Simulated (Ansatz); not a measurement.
```yaml
crystal:
  periodic: [false, false, false]
  atoms:
    - {symbol: C, position_ang: [0.450482, -2.658143, 0.357365]}
    - {symbol: O, position_ang: [-0.312149, -1.261871, 0.167931]}
    - {symbol: C, position_ang: [0.388424, -0.270605, -0.675051]}
    - {symbol: O, position_ang: [1.566750, -0.424011, -1.285865]}
    - {symbol: C, position_ang: [-0.528882, 1.193519, -0.772134]}
    - {symbol: F, position_ang: [-1.986617, 0.892233, -0.992049]}
    - {symbol: F, position_ang: [-0.023620, 2.003016, -1.923053]}
    - {symbol: C, position_ang: [-0.392423, 2.166021, 0.657563]}
    - {symbol: F, position_ang: [-1.084289, 3.463588, 0.457408]}
    - {symbol: F, position_ang: [1.043693, 2.425428, 0.953324]}
    - {symbol: F, position_ang: [-1.001670, 1.475003, 1.824030]}
    - {symbol: H, position_ang: [-0.263974, -3.325895, 1.081533]}
    - {symbol: H, position_ang: [1.541876, -2.474500, 0.873293]}
    - {symbol: H, position_ang: [0.602380, -3.203783, -0.724295]}
basis:
  gaussian: {orbitals: 6-31G, final_grid: {core_spheres: 1, valence_spheres: 1, degree: 1}}
magnetization: {spin_polarized: true, initial_magnetization: 0}
hamiltonian: {xc: {name: wB97M-V}}
```

```sh
$ ansatz run in.yaml --threads 4 --pin off --events-out ev --progress --plain --max-ram 63488MiB --backend cpu
```

Shortened log:

```
Functional definition: wB97M-V
1129 factors; integrals over basis functions are off by at most 2.2e-4 eV
452 factors; integrals over basis functions are off by at most 4.7e-6 eV
mean field evaluation 1: about -21844.5908 eV, gradient 5.7e1 eV
mean field evaluation 2: about -21817.2048 eV, gradient 1.1e2 eV
mean field evaluation 4: about -21858.7924 eV, gradient 7.3e0 eV
mean field evaluation 8: about -21789.1108 eV, gradient 1.9e1 eV
mean field evaluation 16: about -21791.0222 eV, gradient 1.3e-2 eV
mean field -21791.02225601 eV, -800.8052974228 hartree, gradient 8.7e-5 eV, S^2 0.000000; 0 other end points of the search recorded, 0 dependent functions left out
reference -21791.02226861 eV, -800.8052978860 hartree; 44, 44 occupied and 61, 61 virtual orbitals, 1129 factors
Total energy: -21791.02226861 eV, -800.8052978860 hartree
```

Task: What is wrong with this run?

Result: The integration grid is far too coarse. The run converged. The result belongs to that input, not to the molecule as meant.
